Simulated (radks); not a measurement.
The nuclear charge of the gadolinium ion Gd2+ is varied continuously with 62 electrons held in [Xe] 4f7 5d1. All-electron calculation, scalar-relativistic Kohn-Sham, PBEsol, spin-polarised, spherical densities, finite nucleus; open shells are filled with parallel spins first (spin-orbit coupling, left out, can overturn this in heavy ions); Fermi nuclear charge, rms radius 5.1569 fm. Program: a radial shooting solver on a logarithmic mesh with Libxc functionals. By the Hellmann-Feynman theorem dE/dZ = E(electron-nucleus)/Z, the electronic potential at the nucleus (averaged over a nucleus of fixed radius). The scalar-relativistic energy here is not variational (the density holds large components alone), so the two differ by a part that grows with Z.

Z      E (hartree)  E(electron-nucleus)/Z (hartree)  HOMO  e(HOMO) (eV)  <r> HOMO (bohr)
63.5   -11051.6050                         -424.137    5d       -10.733            2.541
63.75  -11158.5419                         -426.556    5d       -13.173            2.419
64     -11266.0924                         -428.975    5d       -15.759            2.316
64.25  -11374.2566                         -431.395    5d       -18.479            2.228
64.5   -11483.0348                         -433.816    5d       -21.325            2.150
64.75  -11592.4273                         -436.238    5d       -24.290            2.082
65     -11702.4348                         -438.662    5d       -27.368            2.020

The central difference of E at Z = 64 is -431.429 hartree, to compare with the third column; the second derivative is -9.82 hartree.
